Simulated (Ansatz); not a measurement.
Ansatz (an electronic-structure program) input (B3LYP-D3(BJ)/def2-TZVP):

Ansatz 0.2 input:
```yaml
crystal:
  periodic: [false, false, false]
  atoms:
    - {symbol: B, position_ang: [0.33653027, -0.36216448, 0.42420856]}
    - {symbol: F, position_ang: [1.54973610, -0.84004208, 0.18512064]}
    - {symbol: F, position_ang: [-0.17619123, -0.63950806, 1.61522970]}
    - {symbol: N, position_ang: [-0.35458212, 0.38171429, -0.51245640]}
    - {symbol: H, position_ang: [-1.27319959, 0.74817393, -0.34263284]}
    - {symbol: H, position_ang: [0.01902634, 0.60022052, -1.41761001]}
basis:
  gaussian:
    orbitals: def2-TZVP
hamiltonian:
  xc: b3lyp
  dispersion: d3bj
relax: {f_tol: 0.002, max_steps: 150}
```

Output:

```
Functional definition: B3LYP
integrals: 0.04 GiB planned
724 factors; their error is unknown
mean field: 0.42 GiB planned
mean field evaluation 1: about -7633.0332 eV, gradient 7.0e1 eV
mean field evaluation 2: about -7625.4357 eV, gradient 9.1e1 eV
mean field evaluation 4: about -7640.8285 eV, gradient 4.4e0 eV
mean field evaluation 8: about -7640.8601 eV, gradient 1.2e-2 eV
mean field evaluation 16: about -7640.8799 eV, gradient 4.6e-5 eV
mean field -7640.87994933 eV, -280.7971589636 hartree, gradient 4.6e-5 eV, S^2 0.000000; 0 other end points of the search recorded, 0 dependent functions left out
the calculation of the forces begins
reference -7640.88015759 eV, -280.7971666167 hartree; 16, 16 occupied and 120, 120 virtual orbitals, 724 factors
relax step   1: F+E_penalty+E_count = -7640.99278526 eV  Δ(F+E_penalty+E_count) = +0.000e0 eV  max|allowed force component| = 4.518e-1 eV/Å  Δτ_max = 0.0000 Å  (27 SCF iters, accepted)
these checks for a lower state are left out or cut short: starts, cluster_reference, orbital_swaps, neighbouring_geometries, increment
integrals: 0.04 GiB planned
724 factors; their error is unknown
mean field: 0.42 GiB planned
mean field -7640.88884208 eV, -280.7974857658 hartree, gradient 1.1e-5 eV, S^2 0.000000; 0 other end points of the search recorded, 0 dependent functions left out
the calculation of the forces begins
reference -7640.88905035 eV, -280.7974934196 hartree; 16, 16 occupied and 120, 120 virtual orbitals, 724 factors
relax step   2: F+E_penalty+E_count = -7641.00151582 eV  Δ(F+E_penalty+E_count) = -8.731e-3 eV  max|allowed force component| = 1.556e-1 eV/Å  Δτ_max = 0.0088 Å  (31 SCF iters, accepted)
these checks for a lower state are left out or cut short: starts, cluster_reference, orbital_swaps, neighbouring_geometries, increment
integrals: 0.04 GiB planned
724 factors; their error is unknown
mean field: 0.42 GiB planned
mean field -7640.89068775 eV, -280.7975535932 hartree, gradient 1.1e-5 eV, S^2 0.000000; 0 other end points of the search recorded, 0 dependent functions left out
the calculation of the forces begins
reference -7640.89089596 eV, -280.7975612445 hartree; 16, 16 occupied and 120, 120 virtual orbitals, 724 factors
relax step   3: F+E_penalty+E_count = -7641.00330773 eV  Δ(F+E_penalty+E_count) = -1.792e-3 eV  max|allowed force component| = 2.793e-2 eV/Å  Δτ_max = 0.0071 Å  (30 SCF iters, accepted)
these checks for a lower state are left out or cut short: starts, cluster_reference, orbital_swaps, neighbouring_geometries, increment
integrals: 0.04 GiB planned
724 factors; their error is unknown
mean field: 0.42 GiB planned
mean field evaluation 32: about -7640.8672 eV, gradient 3.0e-1 eV
mean field -7640.89071097 eV, -280.7975544465 hartree, gradient 1.1e-5 eV, S^2 0.000000; 0 other end points of the search recorded, 0 dependent functions left out
the calculation of the forces begins
reference -7640.89091915 eV, -280.7975620968 hartree; 16, 16 occupied and 120, 120 virtual orbitals, 724 factors
relax step   4: F+E_penalty+E_count = -7641.00334904 eV  Δ(F+E_penalty+E_count) = -4.131e-5 eV  max|allowed force component| = 1.827e-2 eV/Å  Δτ_max = 0.0019 Å  (30 SCF iters, accepted)
these checks for a lower state are left out or cut short: starts, cluster_reference, orbital_swaps, neighbouring_geometries, increment
integrals: 0.04 GiB planned
724 factors; their error is unknown
mean field: 0.42 GiB planned
mean field -7640.89073164 eV, -280.7975552059 hartree, gradient 1.1e-5 eV, S^2 0.000000; 0 other end points of the search recorded, 0 dependent functions left out
the calculation of the forces begins
reference -7640.89093980 eV, -280.7975628558 hartree; 16, 16 occupied and 120, 120 virtual orbitals, 724 factors
relax step   5: F+E_penalty+E_count = -7641.00338107 eV  Δ(F+E_penalty+E_count) = -3.203e-5 eV  max|allowed force component| = 6.621e-4 eV/Å  Δτ_max = 0.0014 Å  (30 SCF iters, accepted)
integrals: 0.04 GiB planned
724 factors; their error is unknown
mean field: 0.42 GiB planned
mean field -7640.89073164 eV, -280.7975552059 hartree, gradient 4.8e-5 eV, S^2 0.000000; 1 other end points of the search recorded, 0 dependent functions left out
the calculation of the forces begins
reference -7640.89093980 eV, -280.7975628558 hartree; 16, 16 occupied and 120, 120 virtual orbitals, 724 factors
Total energy: -7641.00358924 eV, -280.8017026462 hartree
Atom 0 at     0.340158    -0.366525     0.430011 Å, force    -0.000111     0.000345    -0.000063 eV/Å
Atom 1 at     1.561180    -0.840270     0.173390 Å, force     0.000191    -0.000026    -0.000373 eV/Å
Atom 2 at    -0.188405    -0.638002     1.625051 Å, force    -0.000266    -0.000013     0.000098 eV/Å
Atom 3 at    -0.357361     0.384159    -0.515193 Å, force     0.000258    -0.000405     0.000662 eV/Å
Atom 4 at    -1.276824     0.749590    -0.341550 Å, force     0.000150     0.000075    -0.000422 eV/Å
Atom 5 at     0.022572     0.599442    -1.419849 Å, force    -0.000222     0.000024     0.000099 eV/Å
Dipole moment:    -0.286149     0.307984    -0.387775 e Å
```
